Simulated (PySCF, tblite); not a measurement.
C4H13BSSi2.
SMILES with atom numbers: `[CH3:1][B:2]([CH3:3])/[CH:4]=[CH:5]/[SiH2:6][S:7][SiH3:8]` (hydrogens: H9, H10, H11 on C1; H12, H13, H14 on C3; H15 on C4; H16 on C5; H17, H18 on Si6; H19, H20, H21 on Si8)

Jobs on this species (21 atoms, 86 electrons) with PySCF (density fitting) and tblite. Hardware of each: an Intel Xeon 6975P-C with one thread, no GPU, on a shared host. Times come from a shared host and carry two figures at best.

```tsv
level and settings	work	basis functions	SCF cycles	wall time
GFN2-xTB	L-BFGS relaxation	–	–	?
PBE0/pcSseg-1	shieldings, charges and field gradients, density and orbital grids written	222	13	50 s
GFN2-xTB	Hessian by finite differences	–	–	1.1 s
```

**Question.** Fill in the missing figures.

**Answer.** 
- GFN2-xTB; L-BFGS relaxation: 1.3 s

**Question.** What do all jobs in the table cost together?

**Answer.** About 52 s; the longest takes about 95 % of that, and about 45 times as long as the shortest.
